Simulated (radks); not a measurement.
The numbers below are computed, except where a source is named.
Spherical quantum dot in the effective-mass picture: electrons in a parabolic well V = omega^2 r^2 / 2 with omega = 1.48, with a point charge +1 (a donor) at the centre, all in effective atomic units (hartree* = m*/eps^2 hartree, bohr* = eps/m* bohr), one dielectric constant everywhere. Level of theory: non-relativistic Kohn-Sham, PBE, spin-polarised, spherical densities (a radial shooting solver with Libxc functionals). Levels are named by radial order and angular momentum (1s, 1p, 1d, 2s, ...), and open shells are averaged over m. At N = 30 the configuration is 1s2 1p6 1d10 2s2 1f(up 7, down 3). Does electron 31 go into 2p up or 1f down or 2p down?

Answer. Into 1f down. The total energies of the other choices lie higher by 0.0738 hartree* (2p up), 0.106 hartree* (2p down).
